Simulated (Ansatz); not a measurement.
In8P7F3. The state is a singlet with charge 0. Geometry PBE-D4/def2-SVP; atoms count from 1.

```xyz
18

P    -2.3641   -0.0420    0.8576
P    -0.8110   -0.9391   -2.2910
P     0.3518   -2.5569    0.9891
P    -0.5574   -0.9161   -0.1061
P     2.1047    1.1971    2.4784
P     3.3129   -1.1224   -1.4226
P     0.8393    2.8663   -1.8313
In   -2.4045   -3.1023    1.8145
In   -3.5555   -1.7187   -1.6523
In   -0.4188    0.7867    2.3838
In    1.1971   -3.0382   -1.7254
In    2.3085   -0.7652    0.8626
In   -1.4198    1.7767   -1.0347
In    1.5424    2.9685    0.6423
In    1.5125    0.4564   -2.0986
F    -2.8778   -3.3750   -0.3546
F    -0.6613    2.7041    1.1880
F     1.9009    4.8200    1.3002
```

In the def2 sets In takes a core potential; there is no spin–orbit coupling. Single mean-field runs in def2-TZVP are fitted with def2-universal-jkfit. The restricted singlet is unstable towards broken spin symmetry in Hartree–Fock (as tested in another run); at PBE0-D4/def2-TZVP this wasn't settled.

(1) Estimate the Mulliken populations from the PBE0/def2-TZVP orbitals of Ansatz.

(2) And the Mayer bond orders between heavy atoms (over 0.3)?

Results:

(1) 
| atom | charge (e) |
| --- | --- |
| P1 | -0.31 |
| P2 | -0.39 |
| P3 | -0.39 |
| P4 | -0.13 |
| P5 | -0.38 |
| P6 | -0.42 |
| P7 | -0.39 |
| In8 | 0.46 |
| In9 | 0.50 |
| In10 | 0.60 |
| In11 | 0.33 |
| In12 | 0.42 |
| In13 | 0.48 |
| In14 | 0.82 |
| In15 | 0.43 |
| F16 | -0.56 |
| F17 | -0.55 |
| F18 | -0.51 |
Mulliken values depend strongly on the basis.

(2) P1–P4 0.96 (2.23 Å); P1–In10 0.73 (2.61 Å); P1–In13 0.53 (2.79 Å); P2–P4 1.00 (2.20 Å); P2–In9 0.34 (2.92 Å); P2–In11 0.35 (2.96 Å); P2–In13 0.34 (3.05 Å); P2–In15 0.53 (2.72 Å); P3–P4 1.08 (2.17 Å); P3–In8 0.36 (2.93 Å); P3–In11 0.40 (2.88 Å); P3–In12 0.62 (2.66 Å); P5–In10 0.90 (2.56 Å); P5–In12 0.88 (2.55 Å); P5–In14 0.79 (2.61 Å); P6–In11 0.54 (2.87 Å); P6–In12 0.97 (2.52 Å); P6–In15 1.02 (2.49 Å); P7–In13 0.79 (2.63 Å); P7–In14 0.83 (2.57 Å); P7–In15 0.93 (2.52 Å); In8–F16 0.33 (2.24 Å); In9–F16 0.36 (2.21 Å); In14–F18 0.78 (2.00 Å).
